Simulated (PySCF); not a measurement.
# Two-component Hartree-Fock for Ar³⁺ (argon, charge +3)

Start: [Ne] 3s2 3p3; 3p3/2 filled at m_j = -1/2, +1/2, +3/2. Calculated with PySCF 2.14 in x2c-SVPall-2c with one added diffuse shell each of s, p type (5s5p1d, 25 functions): generalised Hartree-Fock with the X2C-1e Hamiltonian and a Gaussian nucleus; one run each with spin-orbit coupling (SO) switched off, then screened by Boettger's factors. This is a chosen level, not necessarily the ground level.

| spinor shell | electrons | ε, spin-free (eV) | ε, screened SO (eV) | weight of nominal j (screened SO) | rms radius, screened SO (bohr) |
| --- | --- | --- | --- | --- | --- |
| 1s1/2 | 2 | -3288.2 | -3288.2 | 1.000 | 0.0993 |
| 2s1/2 | 2 | -385.26 | -385.25 | 1.000 | 0.446 |
| 2p1/2 | 2 | -308.23 | -310.36 | 0.833 | 0.414 |
| 3s1/2 | 2 | -73.867 | -73.866 | 1.000 | 1.40 |
| 3p3/2 | 3 | -59.045 | -59.045 | 0.653 | 1.53 |

(1) Where does 2p3/2 lie, and what is the 2p spin-orbit splitting (screened SO)?

```tsv
quantity	spin-free	screened SO
E (hartree)	-525.45496	-525.45599
M_J	3/2	3/2
⟨J²⟩	3.751	3.751
⟨L²⟩	0.000	0.002
⟨S²⟩	3.751	3.748
```

Each row is a mean over spinors that exchange with the open shell spreads, by up to 12.317 eV (3s1/2).

Rows whose weight is well below 1 are mixtures of j = l ± 1/2: exchange outweighs spin-orbit coupling there, and the label is only the starting occupation.

Without spin-orbit coupling the j labels of p, d and f shells carry no meaning; the spin-free column gives the mean over the occupied spinors of each nl shell.

Answers

(1) At -307.16 eV, 3.193 eV above 2p1/2.
